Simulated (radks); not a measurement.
The numbers below are computed, except where a source is named.
Q: Valence configurations of Pb IV (all share [Xe]). Code: a radial shooting solver on a logarithmic mesh with Libxc functionals. Model: Dirac Kohn-Sham, BLYP, spin-unpolarised, spherical densities, finite nucleus; open shells fill j = l - 1/2 first; Fermi nuclear charge, rms radius 5.5012 fm. Order these by energy: 4f13.5 5d8 6s1.5 6p2; 4f14 5d9 6s1 6p1; 4f14 5d9.5 6s1.5; 4f13 5d10 6s1 6p1; 4f14 5d8 6s1 6p2; 4f13.5 5d10 6s1.5; 4f14 5d9 6s2; 4f14 5d10 6p1; 4f12.5 5d10 6s1.5 6p1; 4f14 5d10 6s1.

A: From the lowest, in eV above it: 4f14 5d10 6s1 0.000; 4f14 5d9.5 6s1.5 5.506; 4f14 5d10 6p1 9.308; 4f14 5d9 6s2 11.430; 4f14 5d9 6s1 6p1 21.097; 4f14 5d8 6s1 6p2 44.720; 4f13.5 5d10 6s1.5 62.637; 4f13.5 5d8 6s1.5 6p2 111.12; 4f13 5d10 6s1 6p1 139.15; 4f12.5 5d10 6s1.5 6p1 210.25. NIST lists [Xe] 4f14 5d10 6s1 as the ground configuration; this level of theory agrees among the configurations tried. The energies are those of spherical spin-averaged densities, not of single terms.
